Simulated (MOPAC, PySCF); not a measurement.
C₃H₄O, SMILES `OC1=CC1` (H–O–C–C torsion 180°), neutral singlet in the gas phase. 

Cartesian coordinates (Å):
SMILES: OC1=CC1
```xyz
8

O      1.8157     0.2403     0.2729
C      0.4993     0.2746     0.0726
C     -0.5673     0.9660    -0.0969
C     -0.7097    -0.5551    -0.1025
H      2.0991    -0.6782     0.3259
H     -1.1050     1.8888    -0.1887
H     -1.1562    -1.0537     0.7578
H     -0.8820    -1.0732    -1.0459
```
Charge 0, spin multiplicity 1.

All levels are single points at this geometry (M06-2X/def2-TZVP); Pople sets use spherical d functions. Orbital energies aren't observables, and empty levels follow the basis.

PBE/6-31G* in PySCF gives HOMO (eV) = -5.00.

Problem. Estimate the HOMO (eV) from each of these levels: B3LYP-D3(BJ)/def2-TZVP in PySCF; M06-2X/def2-TZVP in PySCF; PBE-D3(BJ)/def2-TZVP in PySCF; BP86/6-31G* in PySCF; M06-2X/6-31G* in PySCF; SVWN5/6-31G* in PySCF; HF/3-21G in PySCF; PM3 in MOPAC.

Solution. 
```json
[
 {"level": "B3LYP-D3(BJ)/def2-TZVP in PySCF", "HOMO (eV)": "-6.35"},
 {"level": "M06-2X/def2-TZVP in PySCF", "HOMO (eV)": "-7.81"},
 {"level": "PBE-D3(BJ)/def2-TZVP in PySCF", "HOMO (eV)": "-5.36"},
 {"level": "BP86/6-31G* in PySCF", "HOMO (eV)": "-5.11"},
 {"level": "M06-2X/6-31G* in PySCF", "HOMO (eV)": "-7.56"},
 {"level": "SVWN5/6-31G* in PySCF", "HOMO (eV)": "-5.11"},
 {"level": "HF/3-21G in PySCF", "HOMO (eV)": "-9.06"},
 {"level": "PM3 in MOPAC", "HOMO (eV)": "-9.43"}
]
```
